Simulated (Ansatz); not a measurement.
One change: `C=C(I)[CH2][AlH2]` becomes `C=C(N)I`.

Ansatz, PBE0-D4/def2-TZVP geometries, multiplicity 1. Each molecule was computed in one conformer, which needn't be the lowest. `C=C(I)[CH2][AlH2]` holds a close contact that its SMILES doesn't draw: Al···I 2.94 Å.

Elements past krypton have def2 core potentials.  Spin–orbit coupling is left out; it splits and shifts lone-pair levels of the heavy atoms by tenths of an eV.

```csv
property,`C=C(I)[CH2][AlH2]`
HOMO energy (PBE0/def2-TZVPP) / eV,-7.07
LUMO energy (ωB97M-V/def2-TZVPP) / eV,0.34
HOMO energy (ωB97M-V/def2-TZVPP) / eV,-9.18
size of the dipole moment (B3LYP/def2-TZVPP) / D,1.74
zero-point energy (PBE0-D4/def2-TZVP) / kJ/mol,190.7
HOMO energy (PBE/def2-TZVPP) / eV,-5.98
```

Question: Give the same properties after the change, and the shifts. (Best estimate.)

Answer: The calculation gave: 
| property | `C=C(N)I` | shift |
| --- | --- | --- |
| HOMO energy (PBE0/def2-TZVPP) / eV | -6.41 | 0.66 |
| LUMO energy (ωB97M-V/def2-TZVPP) / eV | 1.17 | 0.83 |
| HOMO energy (ωB97M-V/def2-TZVPP) / eV | -8.58 | 0.60 |
| size of the dipole moment (B3LYP/def2-TZVPP) / D | 1.97 | 0.23 |
| zero-point energy (PBE0-D4/def2-TZVP) / kJ/mol | 154.6 | -36.1 |
| HOMO energy (PBE/def2-TZVPP) / eV | -5.28 | 0.70 |

With PBE0 the HOMO rises by 0.66 eV and the LUMO rises by 0.79 eV, so the gap widens by about 0.13 eV. PBE moves the HOMO by 0.70 eV and ωB97M-V by 0.60 eV. The zero-point energy changes by -36.1 kJ/mol with -9 modes. Dipoles are sizes alone; their direction can turn.

B3LYP here is the variant with VWN-RPA as its local correlation; programs differ in this.
